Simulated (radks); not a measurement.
In39+, configuration [Ne] (the NIST ground configuration).

Method: Dirac Kohn-Sham, PBE, spin-unpolarised, spherical densities, finite nucleus; Fermi nuclear charge, rms radius 4.6156 fm; computed with a radial shooting solver on a logarithmic mesh with Libxc functionals.

Energy parts (hartree):
total: -4515.33833
kinetic: 4788.03065
electron-nucleus: -9716.06128
Hartree: 496.26487
exchange-correlation: -83.57257

Orbitals (lengths in bohr, moments of r in powers of bohr; r(90%) holds 90 % of the orbital's charge):
1s1/2: occ. 2; eigenvalue (hartree) -1111.020; <r^2> 0.001192; <1/r> 51.89; <r> 0.02969; r(90%) 0.0533
2s1/2: occ. 2; eigenvalue (hartree) -238.4572; <r^2> 0.01858; <1/r> 12.25; <r> 0.1256; r(90%) 0.194
2p1/2: occ. 2; eigenvalue (hartree) -229.4980; <r^2> 0.01374; <1/r> 12.20; <r> 0.1060; r(90%) 0.173
2p3/2: occ. 4; eigenvalue (hartree) -221.4027; <r^2> 0.01493; <1/r> 11.40; <r> 0.1110; r(90%) 0.179

The highest occupied level is 2p3/2 at -6024.7 eV. The electron density at the nucleus is 1.715e+05 e/bohr^3.
